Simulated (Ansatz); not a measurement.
A search over several starts for the lowest SCF solution of the cluster ZnBr₂⁻ at the given spin, in a small basis.

```yaml
crystal:
  periodic: [false, false, false]
  atoms:
    - {symbol: Zn, position_ang: [-0.212814, -0.541677, 0.579110]}
    - {symbol: Br, position_ang: [1.566670, -1.101014, -1.035832]}
    - {symbol: Br, position_ang: [-1.353856, 1.642692, 0.456731]}
basis:
  gaussian: {orbitals: def2-SVP, initial_orbitals: start.molden}
total_charge: -1
magnetization: {spin_polarized: true, initial_magnetization: 1}
hamiltonian: {xc: pbe0, dispersion: d4}
output: {orbitals: {seedname: orbitals}}
```

The file start.molden holds the orbitals of an earlier run on this structure, at another level or in another basis.

```sh
$ ansatz run in.yaml --threads 4 --pin off --events-out ev --progress --plain --max-ram 3916MiB
```

It prints (some lines left out):

```
Functional definition: PBE0
904 factors; integrals over basis functions are off by at most 6.0e-4 eV
mean field evaluation 1: about -188463.8202 eV, gradient 2.2e1 eV
mean field evaluation 2: about -188465.4350 eV, gradient 2.3e0 eV
mean field evaluation 4: about -188469.3845 eV, gradient 5.6e0 eV
mean field evaluation 8: about -188469.6728 eV, gradient 8.3e-3 eV
mean field evaluation 16: about -188469.6710 eV, gradient 3.1e-1 eV
mean field -188469.67275215 eV, -6926.1327243090 hartree, gradient 2.9e-5 eV, S^2 0.752078; 1 other end points of the search recorded, 0 dependent functions left out
reference -188469.67278583 eV, -6926.1327255469 hartree; 51, 50 occupied and 44, 45 virtual orbitals, 904 factors
Total energy: -188469.74300655 eV, -6926.1353061104 hartree
```

It took 2.8 s on 4 threads of AMD EPYC 7B13 on a shared host.

The structure comes from a short search, and lower isomers may exist.
